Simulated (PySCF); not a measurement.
Calculation: PySCF 2.14.0 with PBE0-D3(BJ)/def2-TZVP. Isolated molecules, 0 K electronic values unless said otherwise. Delta-SCF ions had no search for a lower state. Excitations are Tamm–Dancoff values on a coarser integration grid. The basis has no diffuse functions, so Rydberg states are missing or too high.

Reference species (SMILES): `C[SiH]1[SiH]=[SiH]1` (neutral, multiplicity 1).

```
Quantity                                        Value
-------------------------------------------  --------
HOMO                                         -6.02 eV
vertical ionisation energy (Delta-SCF)        7.76 eV
brightest of the four lowest singlets (TDA)   3.81 eV
HOMO–LUMO gap                                 4.36 eV
```

Changed species: `C1=[SiH][SiH2][SiH2]1`.

Problem. What does the change do to the HOMO, vertical ionisation energy (Delta-SCF), brightest of the four lowest singlets (TDA) and HOMO–LUMO gap?

Solution. the HOMO falls by 0.88 eV, to -6.90 eV; the vertical ionisation energy (Delta-SCF) goes up by 0.86 eV, to 8.62 eV; the brightest of the four lowest singlets (TDA) increases by 1.06 eV, to 4.87 eV; the HOMO–LUMO gap goes up by 0.81 eV, to 5.17 eV.
